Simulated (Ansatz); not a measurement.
F$_{4}$H$_{2}$MoO$_{2}$ (`[OH][Mo]([OH])([F])([F])([F])[F]`), 9 atoms. Total charge 0; spin multiplicity 1. Correlated methods include outer-core shells of Mo, which these sets cover unevenly. Mo takes the def2 core potential. All runs use 2 threads of an AMD EPYC 7R13 on a shared host and a share of an NVIDIA H100 80 GB. Correlated methods freeze the cores. Open-shell runs search over several starts.

**Question.** How many basis functions does each run have, and how long does it take in Ansatz? UKS B3LYP-D4/def2-TZVPP energy of the cation; RHF-CCSD(T)/def2-SVP energy; UHF-MP2/def2-QZVPP energy of the cation; RKS PBE-D4/def2-TZVPP energy and forces; RKS PBE0-D4/def2-SVP energy; UKS ωB97M-V/def2-TZVPP energy of the cation; UKS ωB97X-V/def2-TZVPP energy of the cation; RKS PBE0-D4/def2-TZVP relaxation (9 steps); UKS PBE0-D4/def2-TZVPP energy of the cation; RKS PBE0-D4/def2-QZVPP energy; RHF-MP2/def2-QZVPP energy; RKS ωB97M-V/def2-TZVPP energy and forces. (Best estimate.)

**Answer.** Ansatz gave: Other jobs shared the machine, so times are rough.

```csv
level,job,functions,wall time,peak host memory (GiB)
RKS PBE0-D4/def2-SVP,energy,125,9 s,0.79
RKS PBE-D4/def2-TZVPP,energy and forces,270,9.6 s,0.83
RHF-CCSD(T)/def2-SVP,energy,125,11 s,0.8
RHF-MP2/def2-QZVPP,energy,483,12 s,1.1
RKS PBE0-D4/def2-QZVPP,energy,483,13 s,1.1
RKS ωB97M-V/def2-TZVPP,energy and forces,270,13 s,0.96
UKS PBE0-D4/def2-TZVPP,energy of the cation,270,14 s,0.93
UKS B3LYP-D4/def2-TZVPP,energy of the cation,270,15 s,0.93
UKS ωB97X-V/def2-TZVPP,energy of the cation,270,20 s,1.1
RKS PBE0-D4/def2-TZVP,relaxation (9 steps),238,23 s,0.9
UHF-MP2/def2-QZVPP,energy of the cation,483,34 s,1.3
UKS ωB97M-V/def2-TZVPP,energy of the cation,270,55 s,1.2
```

B3LYP here is the variant with VWN-RPA as its local correlation; programs differ in this.
